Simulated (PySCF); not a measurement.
Isomers of C4H4. Gas-phase values, no solvent. Strings in code marks are SMILES.

Calculation: PBE-D3(BJ)/def2-TZVP // CAM-B3LYP-D3(BJ)/def2-TZVP run with PySCF. Delta-SCF ions had no search for a lower state. Excitations are Tamm–Dancoff values on a coarser integration grid. The basis has no diffuse functions, so Rydberg states are missing or too high.

| species | vertical ionisation energy (Delta-SCF) (eV) | S1–T1 gap (TDA) (eV) | T1 excitation (TDA) (eV) |
|---|---|---|---|
| `C#CC=C` | 9.38 | 1.50 | 3.52 |
| `C1=CC=C1` | 7.95 | 1.64 | 1.29 |
| `C=C1C=C1` | 8.31 | 0.85 | 2.95 |
| `C=C=C=C` | 9.23 | 1.05 | 2.88 |
